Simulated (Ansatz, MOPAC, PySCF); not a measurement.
Dimer: C2H2 (SMILES C#C) (first 4 atoms) with H2S (SMILES S); geometry from B3LYP-D3(BJ)/def2-TZVP, rigid monomers moved along the line of their centres of mass till C2···H7 is 3.04 Å.
(charge 0, multiplicity 1):
| atom | x (Å) | y (Å) | z (Å) |
|---|---|---|---|
| C | -0.5123 | 0.7521 | 0.1693 |
| C | -0.5379 | -0.4381 | 0.0418 |
| H | -0.4887 | 1.8089 | 0.2820 |
| H | -0.5590 | -1.4951 | -0.0700 |
| S | 1.1328 | -0.4014 | 4.0639 |
| H | -0.1209 | -0.4168 | 4.5438 |
| H | 0.7107 | -0.2039 | 2.8029 |

Monomers are frozen at their geometry in the pair; levels with a basis set take the counterpoise correction. Rows marked so take none.

Correlated levels freeze the cores. CBS(a, b) extrapolates the correlation energy as X⁻³ and adds the Hartree–Fock energy of set b. Rows in 3-21G, 6-31G* carry no dispersion term and start afresh at each structure (6-31G* with six Cartesian d functions). MP2/6-31G* freezes PySCF's default core. The state that PM6, PM7 reach isn't checked; PM7 holds dispersion and hydrogen-bond terms.

Codes used: Ansatz (an electronic-structure program) with Gaussian orbitals; MOPAC for PM6, PM7 (differences of heats of formation); PySCF for 3-21G rows, 6-31G* rows, the dispersion terms. Values without a source in brackets are computed.

Other levels give for the interaction energy: PBE/def2-TZVPPD -5.0; B3LYP/def2-TZVPPD -2.8; B3LYP-D3(BJ)/def2-TZVPPD -6.4; wB97M-V/def2-TZVPPD -5.7; CCSD(T)/CBS(aug-cc-pV(D+d)Z, aug-cc-pV(T+d)Z) -6.0 kJ/mol.

**Question.** What do these common cheap choices give for the same quantity: PM6, PM7, HF/6-31G* (no counterpoise), B3LYP/3-21G (no counterpoise), B3LYP/6-31G*, M06-2X/6-31G* (no counterpoise), MP2/6-31G*, MP2/6-31G* (no counterpoise)?

**Answer.** PM6 -2.4; PM7 -4.2; HF/6-31G* (no counterpoise) -4.2; B3LYP/3-21G (no counterpoise) -6.2; B3LYP/6-31G* -3.7; M06-2X/6-31G* (no counterpoise) -7.0; MP2/6-31G* -4.1; MP2/6-31G* (no counterpoise) -6.2 kJ/mol. They span -7.0 to -2.4 kJ/mol.
